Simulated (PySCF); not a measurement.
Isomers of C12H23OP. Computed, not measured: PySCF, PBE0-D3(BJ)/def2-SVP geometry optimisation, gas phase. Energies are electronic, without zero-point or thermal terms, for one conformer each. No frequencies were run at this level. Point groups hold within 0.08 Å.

Question: Rank from lowest to highest electronic energy at this level (kcal/mol).
A. `[O:1]=[PH:2]([CH:3]1[CH2:4][CH2:5][CH2:6][CH2:7][CH2:8]1)[CH:9]1[CH2:10][CH2:11][CH2:12][CH2:13][CH2:14]1` with O1–P2–C3–C4 64°, O1–P2–C9–C10 -38°, P2–C3–C4–C5 -175°, C3–C4–C5–C6 55°, C4–C5–C6–C7 -56°, C5–C6–C7–C8 55° (dicyclohexylphosphine oxide)
B. `[O:1]=[PH:2]([CH2:3][CH:4]1[CH2:5][CH2:6][CH2:7][CH2:8]1)[CH2:9][CH:10]1[CH2:11][CH2:12][CH2:13][CH2:14]1` with O1–P2–C3–C4 -178°, P2–C3–C4–C5 179°, O1–P2–C9–C10 -39°, P2–C9–C10–C11 -62°, C3–C4–C5–C6 167°, C4–C5–C6–C7 -41°, C5–C6–C7–C8 25°, C6–C7–C8–C4 0°

Answer: A (0.0), B (13.2).

| SMILES | E (Eh) | E rel (kcal/mol) | dipole (D) | point group | A, B, C (MHz) |
| --- | --- | --- | --- | --- | --- |
| O=[PH](C1CCCCC1)C1CCCCC1 | -886.51600 | 0.0 | 3.75 | C1 | 1380, 307.5, 298.0 |
| O=[PH](CC1CCCC1)CC1CCCC1 | -886.49491 | 13.2 | 4.10 | C1 | 1198, 251.6, 233.2 |

Question: How do the relative energies change in single points at PBE0/pcSseg-1 (no added dispersion term) on the same geometries?

Answer: 
| SMILES | PBE0-D3(BJ)/def2-SVP (kcal/mol) | PBE0/pcSseg-1 (kcal/mol) | shift |
| --- | --- | --- | --- |
| O=[PH](C1CCCCC1)C1CCCCC1 | 0.0 | 0.0 | 0.0 |
| O=[PH](CC1CCCC1)CC1CCCC1 | 13.2 | 10.0 | -3.2 |

Each column counts from its own lowest isomer. The order is unchanged; the largest shift is 3.2 kcal/mol.
